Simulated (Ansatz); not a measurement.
The same ligand exchange along the group Mg, Zn, Cd.

Isolated molecules relaxed with PBE0-D4/def2-TZVP in Ansatz; ΔE leaves out vibrations. CCSD(T)/CBS adds triple-zeta CCSD(T) − MP2 to the extrapolated MP2 energy (def2 sets, frozen cores). This one scheme is used for every species. Functionals use def2-TZVPP. def2 core potentials past Kr. For Cd, Mg, Zn outer-core shells are correlated without core-valence functions, which leaves a few kJ/mol of doubt a bond. Scalar relativity is left out up to krypton. One conformer a species, not always the lowest.

```csv
reaction,B97M-V (kJ/mol),LDA (SPW92) (kJ/mol),PBE0-D4 (kJ/mol),CCSD(T)/CBS(def2) (kJ/mol)
`C[N](C)[Mg][F]` + HCl → `[F][Mg][Cl]` + dimethylamine,-162,-144,-158,-153
`C[N](C)[Zn][F]` + HCl → `[F][Zn][Cl]` + dimethylamine,-126,-103,-124,-126
`C[N](C)[Cd][F]` + HCl → `[F][Cd][Cl]` + dimethylamine,-141,-117,-139,-138
```

Largest T1 diagnostic: 0.016, for `[F][Zn][Cl]`.
